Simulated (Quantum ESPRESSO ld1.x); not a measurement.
Charge is removed step by step from the 5s level of Pt3+, starting from [Xe] 4f14 5d7. All-electron calculation, scalar-relativistic Kohn-Sham, PBE, spin-unpolarised, spherical densities, point nucleus. Program: ld1.x of Quantum ESPRESSO 7.5.

removed (e)  E - E(0) (eV)  eigenvalue (eV)  E minus straight line (eV)
0                    0.000          -137.04                       0.000
0.125               17.258          -139.28                      -1.004
0.25                34.799          -141.55                      -1.726
0.375               52.624          -143.84                      -2.163
0.5                 70.736          -146.15                      -2.313
0.625               89.137          -148.47                      -2.174
0.75                107.83          -150.81                      -1.744
0.875               126.82          -153.17                      -1.020
1                   146.10          -155.55                       0.000

Removing the whole electron costs 146.10 eV by Delta-SCF, against 137.04 eV from minus the eigenvalue at the starting occupation. Slater's transition state (half an electron removed) gives 146.15 eV. Integrating minus the eigenvalue over the occupation (Janak's theorem) gives 146.19 eV. In this scalar-relativistic scheme the density is built from large components alone, so the theorem holds only approximately. The mean slope of the eigenvalue, de/dn, is 18.5 eV per electron.
